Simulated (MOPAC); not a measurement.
Input for MOPAC: AM1 on AlBrFH (SMILES [F][AlH][Br]), a point of a bond scan (R = 2.022 Å).

```
AM1 1SCF PRECISE CHARGE=0 THREADS=1
AlBrFH

Al     0.14258516 1    -1.02185598 1     0.68600121 1
H     -0.74582044 1    -2.28637816 1     0.87330814 1
F      1.56773011 1    -0.90210632 1     1.50144871 1
Br    -0.37704496 1     0.50697201 1    -0.53065491 1
```

Program output:

```
*******************************************************************************
 **                                                                           **
 **                              MOPAC v23.2.5                                **
 **                                                                           **
 *******************************************************************************
 ** MOPAC's Digital Object Identifier: https://doi.org/10.5281/zenodo.6511958 **
 **                                                                           **
 ** Please cite the open-source release paper for use of this MOPAC version:  **
 ** J. E. Moussa and J. J. P. Stewart (2026)                                  **
 ** MOPAC: An open-source semiempirical molecular orbital program             **
 ** J. Open Source Softw., 11(119), 8025, https://doi.org/10.21105/joss.08025 **
 *******************************************************************************

                              AM1 CALCULATION RESULTS

 *******************************************************************************
 *  AM1        - The AM1 Hamiltonian to be used
 *
 *
 *
 *                 CHARGE ON SYSTEM = 0
 *
 *
 *
 *  PRECISE    - TIGHTER CRITERIA TO BE USED
 *  1SCF       - DO 1 SCF AND THEN STOP
 *  THREADS=1  - MULTI-THREADING NOT USED
 *  T=         - A TIME OF 172800.0 SECONDS REQUESTED
 *  DUMP=N     - RESTART FILE WRITTEN EVERY 7200.0 SECONDS REQUESTED
 *******************************************************************************
AM1 1SCF PRECISE CHARGE=0 THREADS=1
 AlBrFH

   ATOM   CHEMICAL          X               Y               Z
  NUMBER   SYMBOL      (ANGSTROMS)     (ANGSTROMS)     (ANGSTROMS)

     1      Al          0.14258516  *  -1.02185598  *   0.68600121  *
     2       H         -0.74582044  *  -2.28637816  *   0.87330814  *
     3       F          1.56773011  *  -0.90210632  *   1.50144871  *
     4      Br         -0.37704496  *   0.50697201  *  -0.53065491  *



          CARTESIAN COORDINATES

    NO.       ATOM           X           Y           Z

     1        Al          0.1426     -1.0219      0.6860
     2         H         -0.7458     -2.2864      0.8733
     3         F          1.5677     -0.9021      1.5014
     4        Br         -0.3770      0.5070     -0.5307

  H: (AM1): M.J.S. DEWAR ET AL, J. AM. CHEM. SOC. 107 3902-3909 (1985)
  F: (AM1): M.J.S. DEWAR AND E. G. ZOEBISCH, THEOCHEM, 180, 1 (1988).
 Al: (AM1): M. J. S. Dewar, A. J. Holder, Organometallics, 9, 508-511 (1990).
 Br: (AM1): M.J.S. DEWAR AND E. G. ZOEBISCH, THEOCHEM, 180, 1 (1988).

           Empirical Formula: H Al F Br  =     4 atoms



      MOLECULAR POINT GROUP   :   Cs


      RHF CALCULATION, NO. OF DOUBLY OCCUPIED LEVELS = 9


 -------------------------------------------------------------------------------
 AM1 1SCF PRECISE CHARGE=0 THREADS=1
 AlBrFH



     1SCF WAS SPECIFIED, SO BFGS WAS NOT USED
     SCF FIELD WAS ACHIEVED


                              AM1 CALCULATION
                                                       MOPAC v23.2.5 Linux




          FINAL HEAT OF FORMATION =       -115.60512 KCAL/MOL =    -483.69180 KJ/MOL


          COSMO AREA              =        102.79 SQUARE ANGSTROMS
          COSMO VOLUME            =         89.91 CUBIC ANGSTROMS

          IONIZATION POTENTIAL    =         11.122723 EV
          HOMO LUMO ENERGIES (EV) =        -11.123 -1.077
          NO. OF FILLED LEVELS    =          9
          MOLECULAR WEIGHT        =        126.8918         POINT GROUP:  Cs

          MOLECULAR DIMENSIONS (Angstroms)

            Atom       Atom       Distance
           Br     4    H     2     3.14800
            F     3    H     2     2.48532
           Al     1    H     2     0.00000


          SCF CALCULATIONS        =          1





   ATOM   CHEMICAL          X               Y               Z
  NUMBER   SYMBOL      (ANGSTROMS)     (ANGSTROMS)     (ANGSTROMS)

     1      Al          0.14258516  *  -1.02185598  *   0.68600121  *
     2       H         -0.74582044  *  -2.28637816  *   0.87330814  *
     3       F          1.56773011  *  -0.90210632  *   1.50144871  *
     4      Br         -0.37704496  *   0.50697201  *  -0.53065491  *

                             CARTESIAN COORDINATES

   1   Al        0.142585160    -1.021855980     0.686001210
   2    H       -0.745820440    -2.286378160     0.873308140
   3    F        1.567730110    -0.902106320     1.501448710
   4   Br       -0.377044960     0.506972010    -0.530654910


           Empirical Formula: H Al F Br  =     4 atoms



      MOLECULAR POINT GROUP   :   Cs


                  EIGENVALUES
 -47.39142 -32.14826 -16.65170 -15.08562 -14.52521 -14.17288 -12.14954 -11.94955
 -11.12272  -1.07677  -0.60722   1.43259   2.58035


              NET ATOMIC CHARGES AND DIPOLE CONTRIBUTIONS

  ATOM NO.   TYPE          CHARGE      No. of ELECS.   s-Pop       p-Pop
    1         Al           0.515147        2.4849     0.95833     1.52652
    2          H          -0.041859        1.0419     1.04186
    3          F          -0.336645        7.3366     1.87662     5.46003
    4         Br          -0.136643        7.1366     1.93626     5.20039
 DIPOLE           X         Y         Z       TOTAL
 POINT-CHG.    -1.785    -0.943    -0.558     2.094
 HYBRID         1.093     0.085     0.630     1.265
 SUM           -0.691    -0.858     0.072     1.104


          ATOMIC ORBITAL ELECTRON POPULATIONS

     Atom    s        px        py        pz
    1 Al   0.95833   0.48637   0.63937   0.40078
    2  H   1.04186
    3  F   1.87662   1.71990   1.92400   1.81613
    4 Br   1.93626   1.89795   1.61613   1.68630

 **********************
 *                    *
 * JOB ENDED NORMALLY *
 *                    *
 **********************




 == MOPAC DONE ==
```

The run finished.

Cost: about 0.020 core-seconds (a rough figure).
